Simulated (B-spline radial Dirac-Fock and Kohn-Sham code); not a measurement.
ΔSCF core binding energies without Breit or QED terms, calculated with a radial finite-basis atomic code.

A sound run for the Re atom in the configuration 1s2 2s2 2p6 3s2 3p6 3d10 4s2 4p6 4d10 4f14 5s2 5p6 5d5 6s2: The ground state converged in 11 iterations, with total energy -16707.58330 Ha, virial ratio 1.88497 and highest orbital energy -7.57 eV. ΔSCF binding energies: K (1s) 72047.4 eV, L3 (2p3/2) 10574.1 eV, M5 (3d5/2) 1895.6 eV.

A second run, with one unsound setting: The ground state converged in 10 iterations, with total energy -16707.41119 Ha, virial ratio 1.88491 and highest orbital energy -4.69 eV. ΔSCF binding energies: K (1s) 72044.9 eV, L3 (2p3/2) 10571.7 eV, M5 (3d5/2) 1893.2 eV.

```
iter   energy (Ha)        error
   1   -16705.88337077  2.17e+00
   2   -16706.13885386  2.70e-01
   3   -16707.39055415  5.64e-02
   4   -16707.41053821  7.65e-03
   5   -16707.41103938  2.92e-03
   6   -16707.41110589  2.35e-03
   7   -16707.41119108  2.41e-04
   8   -16707.41119176  8.42e-05
   9   -16707.41119190  1.93e-06
  10   -16707.41119190  4.45e-07
```

Problem. Which fault fits the second run best?
A. too few iterations
B. tolerance below the noise
C. speed of light below Z
D. box too small

Solution. D. The input had rmax = 5.0: rmax squeezes the outer orbitals.
